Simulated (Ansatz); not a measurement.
Mulliken charges of `[OH][GaH][SiH2]F` from ωB97M-V/def2-TZVPP in Ansatz (PBE0-D4/def2-TZVP geometry).

```csv
atom,x (Å),y (Å),z (Å),charge (e)
O1,-2.153,0.668,0.455,-0.407
Ga2,-0.411,1.077,0.392,0.316
Si3,1.067,-0.691,-0.347,0.334
F4,0.165,-1.991,-0.663,-0.323
H5,-2.350,-0.232,0.185,0.171
H6,-0.099,2.543,0.831,-0.020
H7,2.067,-1.083,0.683,-0.035
H8,1.807,-0.349,-1.592,-0.035
```

Problem. By hand: the dipole of these point charges (1 e Å = 4.8032 D).

Solution. Σ q r = (0.514, 0.440, 0.084) e Å, of length 0.682 e Å = 3.28 D.

Problem. How does the dipole of the full density compare? (Best estimate.)

Solution. Ansatz gave: (0.323, 0.015, -0.032) e Å, 1.56 D; the point charges give 2.10 times that, at 40° from its direction.

Point charges leave out the atoms' own dipoles, such as those of lone pairs, and Mulliken's split depends on the basis, so the two needn't agree.
